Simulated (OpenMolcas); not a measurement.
## Co³⁺: effect of the IPEA shift

- Program: OpenMolcas 26.06
- Basis: ANO-RCC-VTZP [6s5p3d2f1g]
- Scalar Hamiltonian: DKH2, point nucleus
- Active space: 6 electrons in 10 orbitals (3d 4d)
- State averaging: 2S+1 = 5 even, 5 roots; 2S+1 = 3 even, 45 roots; 2S+1 = 1 even, 44 roots
- Spin-orbit coupling: RASSI with atomic mean-field integrals over the reference wave functions, term energies averaged over their components

Methods on the same reference wave functions:
A. CASSCF
B. MS-CASPT2, IPEA 0 Eh, imaginary shift 0.1 Eh (closed shells correlated: 3s 3p)
C. MS-CASPT2, IPEA 0.25 Eh, imaginary shift 0.1 Eh (closed shells correlated: 3s 3p)

Energies in cm⁻¹ above 3d⁶ ⁵D₄, the measured ground level; measured values from Sugar and Corliss, J. Phys. Chem. Ref. Data 10, 1097 (1981).

| Level | A | B | C | Measured |
| --- | --- | --- | --- | --- |
| 3d⁶ ⁵D₄ | 0.0 | 0.0 | 0.0 | 0.0 |
| 3d⁶ ⁵D₃ | 606 | 609 | 609 | 639 |
| 3d⁶ ⁵D₂ | 1029 | 1028 | 1028 | 1078 |
| 3d⁶ ⁵D₁ | 1300 | 1295 | 1296 |  |
| 3d⁶ ⁵D₀ | 1432 | 1426 | 1426 | 1494 |
| 3d⁶ ³H₆ | 25603 | 24280 | 24620 | 23680 |
| 3d⁶ ³H₅ | 25898 | 24550 | 24890 | 24032 |
| 3d⁶ ³H₄ | 26106 | 24730 | 25070 | 24272 |
| 3d⁶ ³P₂(1) | 27925 | 23190 | 23760 | 22883 |
| 3d⁶ ³F₄(1) | 29154 | 25810 | 26330 | 25396 |
| 3d⁶ ³F₃(1) | 29499 | 26100 | 26640 | 25736 |
| 3d⁶ ³F₂(1) | 29757 | 26320 | 26860 | 25969 |
| 3d⁶ ³P₁(1) | 29812 | 25070 | 25650 | 24729 |
| 3d⁶ ³P₀(1) | 30575 | 25830 | 26410 | 25449 |
| 3d⁶ ³G₅ | 32196 | 29550 | 29950 | 29022 |
| 3d⁶ ³G₄ | 32775 | 30090 | 30490 | 29592 |
| 3d⁶ ³G₃ | 33004 | 30310 | 30710 | 29868 |
| 3d⁶ ¹I₆ | 38484 | 37200 | 37320 | 35943 |
| 3d⁶ ¹G₄(1) | 40773 | 38080 | 38350 | 36683 |
| 3d⁶ ³D₁ | 41142 | 36600 | 37110 |  |
| 3d⁶ ³D₂ | 41192 | 36630 | 37130 |  |
| 3d⁶ ³D₃ | 41388 | 36850 | 37350 | 36554 |
| 3d⁶ ¹S₀ | 47042 | 42310 | 42900 | 41442 |
| 3d⁶ ¹D₂ | 50467 | 43840 | 44180 | 42342 |

Deviations, from unrounded energies. A percentage is the sum of absolute deviations over the sum of measured energies, with the sign that they share, or ± where signs differ.

| Against measurement | Levels | A | B | C |
| --- | --- | --- | --- | --- |
| mean absolute deviation (cm-1) | 20 | 3400 | 530 | 900 |
| fine structure of the ground term (%) | 3 | -4.4 | -4.6 | -4.6 |
| other terms of the ground configuration (%) | 17 | +13.3 | +2.1 | +3.6 |

B lies closest to measurement on these levels and A furthest from it. The largest miss of B in the table is 3d⁶ ¹D₂, by +1500 cm-1. The ranking rests on the paired levels alone, and a cruder setting can come out closer through cancelling errors.

Between B and C the level of the table that moves most is 3d⁶ ¹S₀, by 580 cm-1 (lowest in B, highest in C). Moves below CASPT2's spread within the term are not significant.

The mean deviations of B to C differ by less than CASPT2's widest spread within a term (1000 cm-1), so their order carries little weight.

From A to B the spin-free energies of the other terms of 3d⁶ shown, above ⁵D, scale by factors of 0.83 to 0.97, as is usual when dynamic correlation screens the repulsion within a d or f shell.

The lowest spin-free term lies below A's lowest term by 0.349 hartree in B, 0.344 hartree in C.

CASPT2 does not keep the components of a term degenerate, so their means are used; among the terms shown or strongly mixed into the levels shown the widest spread is 1000 cm-1 (3d⁶ ¹I, C). Active for correlation alone: 4d; no level in the range computed is led by a configuration that fills it, so any true level of that kind is missing. The CASPT2 spread within a term exceeds the gap to the next term for 3d⁶ ³D and 3d⁶ ¹I, so the order of their levels is uncertain (figures for B; the like holds for C). Without dynamic correlation excited terms often stand tens of per cent too high (terms of higher spin than the ground term too low), and those without a measured partner can miss by more than the paired ones (holds for A). Measured partners are found by configuration, term and J. A level has none where our copy of the source lacks it or the pairing is in doubt (some pairs that miss far off the trend of their configuration count as doubtful), and it then counts in no deviation. Levels of configurations outside the active space are missing. The table leaves out levels that lie high or whose names do not pair safely across all columns.

A number in round brackets counts repeated terms of one configuration in the order of the reference energies.
